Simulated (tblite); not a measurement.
C₆H₁₅In, triplet, at a GFN2-xTB geometry (such geometries of metal compounds can be far from the true shape) (a higher spin typed on purpose: for a closed-shell molecule this is an excited state); GFN1-xTB with ALPB(water) in tblite.

Input for tblite:
```
$ tblite run mol.xyz --method gfn1 --charge 0 --spin 2 --alpb water --json tblite.json --no-restart

# file mol.xyz
22

In    -0.23398741    -0.36152694    -0.55690864
C      2.16381966     0.40889531    -0.09475373
C      2.51571723     1.70987648    -0.74761026
H      2.64110285    -0.45326256    -0.55793624
H      2.28567277     0.40099473     0.98308425
H      1.99831936     2.53973899    -0.26927802
H      2.25803581     1.69830154    -1.80830774
H      3.59211231     1.90687548    -0.67461138
C     -0.49591561    -2.45485353     0.67538283
C     -0.97858066    -2.08439410     2.05953176
H      0.49850946    -2.90378075     0.70372527
H     -1.18637427    -3.13331750     0.17328037
H     -1.97782826    -1.64700889     2.01874353
H     -0.30685733    -1.35785533     2.52126457
H     -1.02572651    -2.95958466     2.71632037
C     -0.66583161     1.62724689     1.02650925
C     -1.21381092     2.71681817     0.15505427
H      0.22334432     1.90576306     1.57847157
H     -1.41138158     1.16033134     1.66486430
H     -2.08016909     2.36680371    -0.41100790
H     -0.45981656     3.07228126    -0.54863506
H     -1.53594834     3.57700467     0.75386113
```

What the program printed (banner, timings and long lists left out):

```
xTB calculator
 | screened Coulomb repulsion
 | Coulomb electrostatics
 |  * isotropic Klopman-Ohno-Mataga-Nishimoto electrostatics
 |  * onsite third-order electrostatics
 | DFT-D3(BJ) dispersion correction
 | Interactions (3)
 | [1] alpb/gbsa reaction field model
 | [2] cds contribution to solvation
 | [3] empirical free energy shift and standard state/solvent correction

halogen bonding energy    0.0000000000000E+00 Eh
repulsion energy          2.9436345570118E-01 Eh
dispersion energy        -8.4920220155193E-03 Eh
interaction energy       -1.5971119088644E-03 Eh
number of electrons       4.2000000000000E+01 e
integral cutoff           4.0000000000000E+01 bohr

------------------------------------------------------------
  cycle        total energy    energy error   density error
------------------------------------------------------------
      1     -22.14861658488  -2.2432891E+01   5.4092854E-01
      2     -22.15906950461  -1.0452920E-02   3.1718839E-01
      3     -22.15377309938   5.2964052E-03   4.4029354E-02
      4     -22.16039319838  -6.6200990E-03   1.2445907E-02
      5     -22.15979613505   5.9706333E-04   1.4676078E-02
      6     -22.16097155592  -1.1754209E-03   1.7233370E-03
      7     -22.16098519350  -1.3637588E-05   2.7278123E-04
      8     -22.16098529071  -9.7204659E-08   4.4826483E-05
      9     -22.16098529562  -4.9067985E-09   3.1938268E-05
     10     -22.16098529782  -2.2053932E-09   1.5155255E-05
------------------------------------------------------------

electronic energy        -2.2445259619598E+01 Eh
total energy             -2.2160985297821E+01 Eh

Post processing:
 | Mayer-Wiberg bond orders

[Info] JSON dump of results written to 'tblite.json'
```
